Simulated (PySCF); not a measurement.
Predicted microwave data (PBE0/pcSseg-1 in PySCF (dipole) on a GFN2-xTB geometry, gas phase) for one isomer of C7H12Si:

| Item | Value |
| --- | --- |
| Rotational constants | A = 2009, B = 1432, C = 1255 MHz |
| Dipole components | \|μa\| = 0.79 D, \|μb\| = 0.04 D, \|μc\| = 0.08 D |
| Inertial defect | -201.88 u·Å² |
| κ | -0.53 |

Question: Which structure is it? (One computed conformer of each.)
A. `[CH2:1]=[C:2]([CH3:3])[SiH:4]1[CH2:5][CH:6]=[CH:7][CH2:8]1` with C1–C2–Si4–C5 128°
B. `[CH2:1]=[CH:2][C:3]1([CH:4]=[CH2:5])[SiH2:6][C@H:7]1[CH3:8]` with C1–C2–C3–C4 -114°, C2–C3–C4–C5 18°
C. `[CH2:1]=[CH:2][C@H:3]([CH3:4])[C:5]1=[CH:6][SiH2:7][CH2:8]1` with C1–C2–C3–C4 -129°, C2–C3–C5–C6 111°

Answer: B. It is C=CC1(C=C)[SiH2][C@H]1C, an asymmetric top, point group C1. The candidates at the same level (rigid rotor, commonest isotopes):

| SMILES | A (MHz) | B (MHz) | C (MHz) | μa (D) | μb (D) | μc (D) | Δ (u·Å²) | point group | rotor |
| --- | --- | --- | --- | --- | --- | --- | --- | --- | --- |
| C=CC1(C=C)[SiH2][C@H]1C | 2009 | 1432 | 1255 | 0.79 | 0.04 | 0.08 | -201.88 | C1 | asymmetric top |
| C=C(C)[SiH]1CC=CC1 | 3154 | 1107 | 1099 | 0.23 | 0.42 | 0.00 | -156.70 | Cs | near-prolate asymmetric top |
| C=C[C@H](C)C1=C[SiH2]C1 | 3074 | 1060 | 855.7 | 0.46 | 0.01 | 0.17 | -50.46 | C1 | asymmetric top |

`C=C[C@H](C)C1=C[SiH2]C1` has A 53 % too high; `C=C(C)[SiH]1CC=CC1` has A 57 % too high. No structure here is proved a minimum.
